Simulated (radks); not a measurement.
Results of a calculation; reference values are marked as such.
Species: Sb+. Configuration: [Kr] 4d10 5s2 5p2. Level of theory: Dirac Kohn-Sham, PBEsol, spin-unpolarised, spherical densities, point nucleus; open shells are shared between the two j in proportion to 2j + 1; speed of light set to 1370.36 atomic units (10 times the physical value, a model run) (a radial shooting solver on a logarithmic mesh with Libxc functionals). Some entries of the table are withheld. Estimate them.

orbital      occ.  eigenvalue (Ry)  <1/r> (bohr^-1)  r(max) (bohr)
1s1/2           2        -2144.342            50.49        0.01974
2s1/2           2        -319.2950            11.56         0.1093
2p1/2           2        -299.2426            11.57        0.08545
2p3/2           4        -299.0728            11.56        0.08549
3s1/2           2        -62.90268            4.181         0.3127
3p1/2           2              (1)            4.106         0.2992
3p3/2           4              (2)            4.104         0.2993
3d3/2           4        -39.08497            3.967         0.2448
3d5/2           6        -39.07786            3.966         0.2448
4s1/2           2        -10.74306            1.678         0.7493
4p1/2           2         -7.92492            1.571            (3)
4p3/2           4         -7.91917            1.571            (4)
4d3/2           4         -3.20780            1.303            (5)
4d5/2           6         -3.20687            1.303            (6)
5s1/2           2         -1.44421           0.5746          1.948
5p1/2    0.666667              (7)           0.4748          2.276
5p3/2     1.33333              (8)           0.4746          2.276

Answer. 
(1) 3p1/2 eigenvalue (Ry): -54.57654
(2) 3p3/2 eigenvalue (Ry): -54.54545
(3) 4p1/2 r(max) (bohr): 0.7737
(4) 4p3/2 r(max) (bohr): 0.7739
(5) 4d3/2 r(max) (bohr): 0.8430
(6) 4d5/2 r(max) (bohr): 0.8431
(7) 5p1/2 eigenvalue (Ry): -0.88636
(8) 5p3/2 eigenvalue (Ry): -0.88586
